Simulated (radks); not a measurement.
The numbers below are computed, except where a source is named.
Task: The gold ion Au34+, configuration [Kr] 4d9. Code: a radial shooting solver on a logarithmic mesh with Libxc functionals. Model: Dirac Kohn-Sham, exchange-only PBE, spin-unpolarised, spherical densities, finite nucleus; open shells fill j = l - 1/2 first; Fermi nuclear charge, rms radius 5.4371 fm. Some entries of the table are withheld. Estimate them.

orbital,occ.,eigenvalue (eV),<r> (bohr),<r^2> (bohr^2)
1s1/2,2,(1),0.01687,0.0003934
2s1/2,2,-15558.47,0.07049,(2)
2p1/2,2,-14977.13,0.05800,0.004205
2p3/2,4,-13142.92,0.06656,0.005394
3s1/2,2,(3),0.1824,0.03817
3p1/2,2,-4434.899,0.1727,(4)
3p3/2,4,-4025.140,0.1879,(5)
3d3/2,4,-3595.715,0.1636,0.03136
3d5/2,6,-3507.723,0.1683,0.03302
4s1/2,2,-1940.015,0.3809,0.1634
4p1/2,2,-1827.718,0.3788,0.1627
4p3/2,4,-1708.386,0.4038,0.1846
4d3/2,4,-1526.099,0.3958,(6)
4d5/2,5,-1501.433,0.4030,(7)
5s1/2,0,-1042.014,0.6832,0.5206
5p1/2,0,-990.8513,0.6917,0.5357
5p3/2,0,-944.9763,0.7252,0.5886

Result: 
(1) 1s1/2 eigenvalue (eV): -81948.79
(2) 2s1/2 <r^2> (bohr^2): 0.005943
(3) 3s1/2 eigenvalue (eV): -4694.423
(4) 3p1/2 <r^2> (bohr^2): 0.03477
(5) 3p3/2 <r^2> (bohr^2): 0.04093
(6) 4d3/2 <r^2> (bohr^2): 0.1794
(7) 4d5/2 <r^2> (bohr^2): 0.1858
